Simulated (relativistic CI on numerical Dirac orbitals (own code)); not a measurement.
Spin-allowed bands of a d2 ion in an octahedral site, by hand

Problem. Take Δ = 14000 cm⁻¹ and B = 740 cm⁻¹ for a d2 ion in an octahedral site. Calculate the three spin-allowed bands.

Working.
1. The terms of highest spin are 3F (energy 0) and 3P (15B = 11100 cm⁻¹). Here the F term splits into A2 at +1.2Δ = 16800, T2 at +0.2Δ = 2800 and T1 at −0.6Δ = -8400 cm⁻¹.
2. The two T1 states mix through the element 0.4Δ: H = [[-8400, 5600], [5600, 11100]], with roots ½(H₁₁ + H₂₂) ∓ ½√[(H₂₂ − H₁₁)² + 4H₁₂²] = ½(2700) ∓ ½(22488) = -9894 and 12594 cm⁻¹.
3. The ground term is 3T1 at -9894 cm⁻¹.
4. Bands: 3T2 12694 cm⁻¹ (788 nm), 3T1(P) 22488 cm⁻¹ (445 nm), 3A2 26694 cm⁻¹ (375 nm).

Check. Exact diagonalisation of the whole d2 shell with these parameters gives 3T2 12694, 3T1 22488, 3A2 26694 cm⁻¹. The match is exact, since without spin-orbit coupling no other term has this spin. The ratio of the second band to the first, 1.772, depends on Δ/B = 18.9 alone, which is how a Tanabe-Sugano diagram is read.
